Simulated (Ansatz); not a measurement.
Species: CH5BSi, SMILES `B=C[SiH3]` (charge 0, multiplicity 1).

Q: Give a relaxed geometry from Ansatz (a first-principles code) with r2SCAN-D4/def2-TZVP.

A: the end point of this relaxation (outside a Z-matrix the atoms follow the SMILES, hydrogens last).
Cartesian coordinates (Å) in one orientation:
```xyz
8

B      1.588     0.129     0.052
C      0.613    -0.826     0.017
Si    -0.956     0.162    -0.030
H      2.338     1.032     0.080
H      0.578    -1.905     0.011
H     -0.589     1.607    -0.013
H     -1.826    -0.104     1.147
H     -1.747    -0.094    -1.263
```
